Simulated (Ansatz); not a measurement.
Start from `[OH][Ti]([OH])([F])[Cl]` and change one atom or group to get `C[Se][Ti]([OH])([F])[Cl]`.

Ansatz, PBE0-D4/def2-TZVP geometries, multiplicity 1. Each molecule was computed in one conformer, which needn't be the lowest.

Scalar relativity is left out up to krypton.

```json
{"property": "size of the dipole moment (PBE/def2-TZVPP) / D", "`[OH][Ti]([OH])([F])[Cl]`": "3.16"}
{"property": "HOMO–LUMO gap (ωB97M-V/def2-TZVPP) / eV", "`[OH][Ti]([OH])([F])[Cl]`": "11.23"}
{"property": "size of the dipole moment (B3LYP/def2-TZVPP) / D", "`[OH][Ti]([OH])([F])[Cl]`": "3.19"}
{"property": "LUMO energy (B3LYP/def2-TZVPP) / eV", "`[OH][Ti]([OH])([F])[Cl]`": "-2.67"}
{"property": "LUMO energy (PBE/def2-TZVPP) / eV", "`[OH][Ti]([OH])([F])[Cl]`": "-3.32"}
{"property": "LUMO energy (ωB97M-V/def2-TZVPP) / eV", "`[OH][Ti]([OH])([F])[Cl]`": "-0.10"}
```

**Question.** Give the same properties after the change, and the shifts. (Estimate.)

**Answer.** Computed: 
| property | `C[Se][Ti]([OH])([F])[Cl]` | shift |
| --- | --- | --- |
| size of the dipole moment (PBE/def2-TZVPP) / D | 1.61 | -1.55 |
| HOMO–LUMO gap (ωB97M-V/def2-TZVPP) / eV | 8.67 | -2.56 |
| size of the dipole moment (B3LYP/def2-TZVPP) / D | 1.59 | -1.60 |
| LUMO energy (B3LYP/def2-TZVPP) / eV | -2.79 | -0.12 |
| LUMO energy (PBE/def2-TZVPP) / eV | -3.42 | -0.10 |
| LUMO energy (ωB97M-V/def2-TZVPP) / eV | -0.46 | -0.36 |

With PBE0 the HOMO rises by 2.02 eV and the LUMO falls by 0.19 eV, so the gap narrows by about 2.21 eV. PBE moves the HOMO by 1.65 eV and ωB97M-V by 2.21 eV. Dipoles are sizes alone; their direction can turn.

B3LYP here is the variant with VWN-RPA as its local correlation; programs differ in this.

Spin–orbit coupling is left out; it splits and shifts lone-pair levels of the heavy atoms by tenths of an eV.
